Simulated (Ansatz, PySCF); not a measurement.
Constitutional and geometric isomers with formula H10OSi4. All species are isolated molecules in the gas phase. One relaxed conformer stands for each flexible species; it need not be the lowest. Strings in code marks are SMILES.

Quantity: electronic energy of isomers of H10OSi4 relative to `[SiH3]O[SiH2][SiH2][SiH3]` (Si–O–Si–Si torsion -27°, O–Si–Si–Si torsion -179°), in kcal/mol.

Level 1: frozen-core CCSD(T)/cc-pVTZ // B3LYP-D3(BJ)/def2-TZVP (Ansatz, an electronic-structure program)
Level 2: PBE-D3(BJ)/def2-TZVP // B3LYP-D3(BJ)/def2-TZVP (PySCF)
Level 3: B3LYP/3-21G // B3LYP-D3(BJ)/def2-TZVP (PySCF)
Level 4: PBE/6-31G* // B3LYP-D3(BJ)/def2-TZVP (PySCF)

```tsv
species	level 2	level 3	level 4
`O[SiH2][SiH2][SiH2][SiH3]`	17.3	22.5	17.1
`O[SiH2][SiH]([SiH3])[SiH3]` (H–O–Si–Si torsion 180°, O–Si–Si–Si torsion 59°)	16.1	21.1	16.5
```

Problem. What does level 1 give for each?

Solution. 
- `O[SiH2][SiH2][SiH2][SiH3]`: 21.6
- `O[SiH2][SiH]([SiH3])[SiH3]` (H–O–Si–Si torsion 180°, O–Si–Si–Si torsion 59°): 19.8
